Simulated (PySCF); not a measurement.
**A survey of ¹⁵N NMR shifts**

[PySCF 2.14: GFN2-xTB structure; σ from GIAO-PBE0/pcSseg-1; single conformer; non-relativistic Hamiltonian; in vacuum; fast rotation and ring inversion assumed for equivalent nuclei]

Shieldings were converted by a linear fit to measured shifts: ¹⁵N: δ = -148.07 − 0.921σ (rms 6.3 ppm, 71 shifts vs CH3NO2, solution or neat liquid). A few per cent of atoms miss by over 2 rms, more outside the fitted compound classes.

Q: Give the ¹⁵N shifts of `c1ccn2cccc2c1`, `C#CCn1cpc(C)c1`, `C#CCn1cpc(C)c1`, `C#CCc1ccncc1`, `CC1=NCCC1`, `C=CC[C@H]1CN1`, `C=CC[C@H]1CN1`, `CC#Cc1ccncc1`, `CC#Cc1ccccn1`, `CC#Cc1ccccn1`, `CC#Cc1ccccn1`.

A: 
```
      compound                  environment  δ (ppm)
 c1ccn2cccc2c1   pyrrole-type ring nitrogen   -192.3
C#CCn1cpc(C)c1   pyrrole-type ring nitrogen   -213.2
C#CCn1cpc(C)c1   pyrrole-type ring nitrogen   -213.2
  C#CCc1ccncc1  pyridine-type ring nitrogen    -66.1
     CC1=NCCC1               imine nitrogen    -53.7
 C=CC[C@H]1CN1               amine nitrogen   -368.1
 C=CC[C@H]1CN1               amine nitrogen   -368.1
  CC#Cc1ccncc1  pyridine-type ring nitrogen    -64.0
  CC#Cc1ccccn1  pyridine-type ring nitrogen    -59.9
  CC#Cc1ccccn1  pyridine-type ring nitrogen    -59.9
  CC#Cc1ccccn1  pyridine-type ring nitrogen    -59.9
```

Q: Order these by ¹⁵N shift, lowest first.
A. C#CCc1ccncc1
B. c1ccn2cccc2c1
C. C=NCC1CC1
D. C#CCn1cpc(C)c1
E. C=C[C@@H]1N[C@@H]1C

A: E (-356.4 ppm, amine nitrogen), D (-213.2 ppm, pyrrole-type ring nitrogen), B (-192.3 ppm, pyrrole-type ring nitrogen), A (-66.1 ppm, pyridine-type ring nitrogen), C (-10.5 ppm, imine nitrogen).
